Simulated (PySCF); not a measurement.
C₂H₉AlO₄Si, charge +1, doublet, geometry from GFN2-xTB (such geometries of metal compounds can be far from the true shape) (a state made from the parent by changing its charge; the spin is typed, not shown lowest); PySCF with M06L/STO-3G.

PySCF was given this input:
```python
from pyscf import gto, scf, dft

mol = gto.Mole()
mol.atom = '''
    Al   -0.019441    1.492968    0.934820
    C     1.123836    3.095566    0.425308
    H     2.159469    2.750496    0.398754
    H     0.973624    3.878822    1.167635
    H     0.800925    3.407578   -0.570384
    C    -1.173631    1.696805    2.598952
    H    -1.914877    0.895013    2.560719
    H    -1.635027    2.683976    2.573834
    H    -0.520263    1.590361    3.465953
    O    -0.002792    0.118355    0.069619
    Si    0.014973   -1.310420   -0.823883
    O     1.188202   -2.209088   -0.198816
    O     0.309704   -0.866595   -2.338903
    O    -1.442908   -1.957397   -0.630167
    H     1.012424   -2.895340    0.439551
    H     1.176566   -0.951074   -2.727975
    H    -2.128613   -1.858969   -1.285803
'''
mol.basis = 'sto-3g'
mol.charge = 1
mol.spin = 1
mol.verbose = 3
mol.build()

mf = dft.UKS(mol)
mf.xc = 'm06l'
mf.kernel()
mf.analyze()
```

**Question.** Write the output that PySCF gives for this input, abridged.

**Answer.** 
```
SCF not converged.
SCF energy = -902.670421180408 after 50 cycles  <S^2> = 0.75331026  2S+1 = 2.0033075
**** MO energy ****
                             alpha | beta                alpha | beta
MO #1   energy= -65.3350738030787  | -65.3352721858269  occ= 1 | 1
MO #2   energy= -55.3164091361951  | -55.3167015150563  occ= 1 | 1
MO #3   energy= -18.8406594663933  | -18.8384885717832  occ= 1 | 1
MO #4   energy= -18.8398205768515  | -18.8376589058448  occ= 1 | 1
MO #5   energy= -18.8255236601887  | -18.8200116751836  occ= 1 | 1
MO #6   energy= -18.8077278548168  | -18.8072000475872  occ= 1 | 1
MO #7   energy= -9.97623716563313  | -9.97368701225436  occ= 1 | 1
MO #8   energy= -9.97538028432239  | -9.97280256468641  occ= 1 | 1
MO #9   energy= -5.32582871727009  | -5.32604944378122  occ= 1 | 1
MO #10  energy= -4.11360855067462  | -4.11395919249097  occ= 1 | 1
MO #11  energy= -3.60026495894955  | -3.60058200955604  occ= 1 | 1
MO #12  energy= -3.59978296703185  | -3.60005153669389  occ= 1 | 1
MO #13  energy= -3.59853089313897  | -3.59886733298304  occ= 1 | 1
MO #14  energy= -2.58081320776277  | -2.58146129512341  occ= 1 | 1
MO #15  energy= -2.57440682272074  | -2.57488688324239  occ= 1 | 1
MO #16  energy= -2.57318880215394  | -2.57344370030627  occ= 1 | 1
MO #17  energy= -1.12610817982272  | -1.11942908385857  occ= 1 | 1
MO #18  energy= -1.09280802224497  | -1.08586893203934  occ= 1 | 1
MO #19  energy= -1.07521600639199  | -1.07124166132226  occ= 1 | 1
MO #20  energy= -1.06064205173465  | -1.03819247143031  occ= 1 | 1
MO #21  energy= -0.764415217835916 | -0.754946867986418 occ= 1 | 1
MO #22  energy= -0.754992366328138 | -0.745310290324042 occ= 1 | 1
MO #23  energy= -0.676603142148659 | -0.672576224367866 occ= 1 | 1
MO #24  energy= -0.607903803407722 | -0.603469505917471 occ= 1 | 1
MO #25  energy= -0.595299424335058 | -0.593094284719894 occ= 1 | 1
MO #26  energy= -0.564870990097461 | -0.555272626039996 occ= 1 | 1
MO #27  energy= -0.481576601703347 | -0.477213385916324 occ= 1 | 1
MO #28  energy= -0.480532702438518 | -0.476240024304281 occ= 1 | 1
MO #29  energy= -0.475496734453615 | -0.471034624313324 occ= 1 | 1
MO #30  energy= -0.474351327243061 | -0.47000011487674  occ= 1 | 1
MO #31  energy= -0.412291616694567 | -0.400876502508631 occ= 1 | 1
MO #32  energy= -0.404401736682052 | -0.37775410637811  occ= 1 | 1
MO #33  energy= -0.386125048707181 | -0.375662310385178 occ= 1 | 1
MO #34  energy= -0.379497089910267 | -0.368937837151273 occ= 1 | 1
MO #35  energy= -0.360750259783392 | -0.346569696692582 occ= 1 | 1
MO #36  energy= -0.34484313273709  | -0.332506717464875 occ= 1 | 1
MO #37  energy= -0.333152802909153 | -0.323793517812283 occ= 1 | 1
MO #38  energy= -0.328125928230587 | -0.311768470836367 occ= 1 | 1
MO #39  energy= -0.317310450264306 | -0.292992259641176 occ= 1 | 1
MO #40  energy= -0.295614352486439 | -0.290187686678265 occ= 1 | 0
MO #41  energy= -0.0271413167419223 | -0.0278644497280671 occ= 0 | 0
MO #42  energy= -0.0242620379680097 | -0.0147260456775166 occ= 0 | 0
MO #43  energy= 0.0382903596398159 | 0.045678004636354  occ= 0 | 0
MO #44  energy= 0.114284493150531  | 0.116651636136717  occ= 0 | 0
MO #45  energy= 0.124255923985083  | 0.125710784579175  occ= 0 | 0
MO #46  energy= 0.147960342710519  | 0.154801834580002  occ= 0 | 0
MO #47  energy= 0.223147279508293  | 0.231875687311839  occ= 0 | 0
MO #48  energy= 0.241578566428292  | 0.243885872732938  occ= 0 | 0

To work with the spin densities directly, `use mulliken_meta_spin()` only printing them here.

 ** Mulliken spin pop alpha/beta on meta-lowdin orthogonal AOs **
 ** Mulliken Spin Density (per atom)  **
spin density of  0 Al =     -0.06421
spin density of  1 C =      0.04912
spin density of  2 H =     -0.00860
spin density of  3 H =     -0.00892
spin density of  4 H =     -0.00866
spin density of  5 C =      0.04808
spin density of  6 H =     -0.00858
spin density of  7 H =     -0.00883
spin density of  8 H =     -0.00856
spin density of  9 O =      0.09022
spin density of  10 Si =     -0.02810
spin density of  11 O =      0.76810
spin density of  12 O =      0.11561
spin density of  13 O =      0.08640
spin density of  14 H =     -0.00188
spin density of  15 H =     -0.00568
spin density of  16 H =     -0.00552
 ** Mulliken pop alpha/beta on meta-lowdin orthogonal AOs **
 ** Mulliken atomic charges   ( Nelec_alpha | Nelec_beta ) **
charge of  0Al =      0.75408  (     6.09085      6.15506 )
charge of  1C =     -0.41042  (     3.22977      3.18065 )
charge of  2H =      0.05512  (     0.46814      0.47674 )
charge of  3H =      0.06357  (     0.46376      0.47267 )
charge of  4H =      0.05529  (     0.46802      0.47669 )
charge of  5C =     -0.41319  (     3.23064      3.18256 )
charge of  6H =      0.05195  (     0.46974      0.47832 )
charge of  7H =      0.06250  (     0.46434      0.47316 )
charge of  8H =      0.06052  (     0.46546      0.47402 )
charge of  9O =     -0.60708  (     4.34865      4.25843 )
charge of  10Si =      1.00447  (     6.48372      6.51181 )
charge of  11O =      0.39166  (     4.18822      3.42012 )
charge of  12O =     -0.33228  (     4.22395      4.10834 )
charge of  13O =     -0.35913  (     4.22277      4.13637 )
charge of  14H =      0.20202  (     0.39805      0.39993 )
charge of  15H =      0.21164  (     0.39134      0.39702 )
charge of  16H =      0.20928  (     0.39260      0.39812 )

WARN: System has nonzero charge 1; the dipole moment is origin-dependent.
Location of origin: [0. 0. 0.]

Dipole moment(X, Y, Z, Debye):  4.34855, -11.52019, -3.30846
```

The run did not converge; its last values are not results.
